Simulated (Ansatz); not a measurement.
Cost and result up the ladder for Pb2O3 (5 atoms). Total charge 0; singlet. Geometry: PBE-D4/def2-SVP.

```xyz
5

Pb    1.140   -0.104   -1.387
Pb   -1.366    1.119    0.339
O    -0.940    0.373   -1.630
O     0.874   -0.881    1.895
O     0.292   -0.507    0.783
```

Ansatz on 4 threads of Arm Neoverse V2 on a shared host. Times are rough, and most runs start from the orbitals of an earlier one. No level here is sound enough to serve as a yardstick. Binding counts from free atoms at the same level (Pb triplet, O triplet; other spins of the atoms weren't run), without zero-point energy or a counterpoise term.

In the def2 sets Pb takes a core potential; there is no spin–orbit coupling. Correlated methods freeze 11 core orbitals; core or outer-core shells of Pb are correlated, in sets that lack core-valence functions. The structure holds 1 bond(s) between oxygen atoms. Another isomer (singlet) lies 1.96 eV lower at PBE0-D4/def2-TZVP; other spin states weren't run for this one.

Run but left out: BHLYP-D4/def2-TZVP (restricted singlet, unstable in another Hartree–Fock run and untested here).

Correlated methods converge slowly with the basis.

| level | functions | wall time | binding energy per atom (eV) | remarks |
| --- | --- | --- | --- | --- |
| PBE-D4/def2-SVP | 94 | 0.8 s | 3.10 | restricted SCF unstable in HF |
| LDA (SPW92)/def2-TZVP | 193 | 0.95 s | 3.79 | restricted SCF unstable in HF |
| PBE0-D4/def2-SVP | 94 | 1.1 s | 2.56 | restricted SCF unstable in HF |
| BLYP-D4/def2-TZVP | 193 | 1.8 s | 3.05 | restricted SCF unstable in HF |
| PBE-D4/def2-TZVP (with forces) | 193 | 1.9 s | 3.13 | restricted SCF unstable in HF |
| r2SCAN-D4/def2-TZVP | 193 | 3.1 s | 2.79 | restricted SCF unstable in HF |
| PBE0-D4/def2-TZVP | 193 | 3.2 s | 2.62 | restricted SCF unstable in HF |
| MP2/def2-TZVP | 193 | 8 s | 2.74 | restricted SCF unstable |
| CCSD(T)/def2-TZVPP | 193 | 2.4 min | 2.55 | large T1 (0.059), restricted SCF unstable |
